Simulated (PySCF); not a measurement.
C₂H₆N, SMILES [CH2]CN, doublet at its CAM-B3LYP/def2-SVP optimised geometry (Å):

```
9

C      0.1253     1.2833     1.2636
C     -0.2096     0.5797     0.0000
N      0.2954    -0.7831     0.0000
H      0.0972     2.3734     1.3212
H      0.2229     0.7024     2.1837
H      0.1261     1.1988    -0.8615
H     -1.3140     0.5256    -0.1069
H      1.3140    -0.7831     0.0000
H     -0.0022    -1.2833    -0.8349
```

Computed with PySCF 2.14.0 with unrestricted CAM-B3LYP/def2-TZVP. Cells within 0.4 Å of a nucleus heavier than hydrogen are left out (blank, or x).

Map of the deformation density (molecule minus spherical neutral atoms) (e/bohr³) on the plane z = 0.0 Å:

```
|111111111111111111111111111|
|111111111111111111111111111|
|111111111111111111111111111|
|111111111111111111111111111|
|111111111111111111111111111|
|111111111111001111111111111|
|111111111100000011111111111|
|111111111000000011111111111|
|111111111000011111111111111|
|111111111210022101111111111|
|111111013553xx1000111111111|
|11111101798xxx0000011111111|
|111111013553xx2000011111111|
|111111011211364100001111111|
|111111111001365112100111111|
|1111111110001xxx56300011111|
|1111111110001xxx89800011111|
|11111111111126xx45200011111|
|111111111111232011100111111|
|111111111111111000001111111|
|111111111111111111111111111|
|111111111111111111111111111|
|111111111111111111111111111|
|111111111111111111111111111|
|111111111111111111111111111|
|111111111111111111111111111|
|111111111111111111111111111|
```
Scale: ten equal steps from -0.019 (start of '0') to 0.109 (end of '9'), in the order '0123456789'; x runs from -3.50 to 3.50, y from -3.50 (bottom) to 3.50 (top).
